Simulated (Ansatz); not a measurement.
Members of the series B-XY, Y = fluoro; each row names its spin state. Gas-phase values, no solvent. One relaxed conformer stands for each flexible species; it need not be the lowest. Strings in code marks are SMILES.

Quantity: adiabatic spin-state energy, in kJ/mol. HF references are unrestricted for open shells and restricted for singlets. The restricted reference of `F[B-]F`, `F[B-]Cl` and `F[B-]S` is unstable towards unrestricted orbitals.

A: `F[B-]Cl`: multiplicity 3 minus multiplicity 1
B: `F[B-]F`: multiplicity 3 minus multiplicity 1
C: `F[B-]S`: multiplicity 3 minus multiplicity 1

**Question.** Order them by adiabatic spin-state energy (lowest first) at the level frozen-core CCSD(T)/aug-cc-pVTZ // B3LYP-D3(BJ)/def2-TZVPD (Ansatz, a first-principles code).

**Answer.** C (136.8 kJ/mol), A (172.4 kJ/mol), B (195.6 kJ/mol)
